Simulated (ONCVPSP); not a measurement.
**thallium: ONCV pseudisation with LDA (Perdew-Zunger), scalar-relativistic reference atom.**

| Quantity | Value |
| --- | --- |
| Element | thallium (Tl) |
| Generator | ONCVPSP 4.0.1 |
| Type | optimised norm-conserving Vanderbilt (ONCV) |
| Functional | LDA (Perdew-Zunger) |
| Relativity | scalar-relativistic |
| Frozen core | [Kr] 4d10 4f14 |
| Valence charge | 21 |
| Reference configuration | 5s2 5p6 5d10 6s2 6p1 |
| Partial waves | 5s+6s: rc 1.65 bohr, ncon 4, nbas 8, qcut 6.5 1/bohr, 3 projectors, debl 3.3 Ha; 5p+6p: rc 1.30 bohr, ncon 4, nbas 7, qcut 12.4 1/bohr, 2 projectors; 5d: rc 1.20 bohr, ncon 4, nbas 7, qcut 9.2 1/bohr, 2 projectors, debl 0.6 Ha |
| Local potential | polynomial inside 0.75 bohr (lpopt 5, dvloc0 3 Ha) |
| Core correction | none |

Task: Estimate the cutoffs (Ha) at which the residual kinetic energy of the hardest occupied pseudo-wave falls to 1 and 0.1 mHa per electron.

Result: 48 Ha and 56 Ha.

Task: Does the potential have ghost states?

Result: Ghosts flagged at negative energy: s at -15.2 eV; GHOST(+) flagged for p at 235.9 eV. A true bound ghost makes a file unfit for plane-wave use.

Task: Which valence shell sets the plane-wave cutoff?

Result: 5p: 48 Ha for 1 mHa per electron, against 38 Ha for 6p.

Its largest configuration-test error is -792 meV (5s1 5p6 5d10 6s2 6p1). 1 of 4 tests not solved or not reliable.
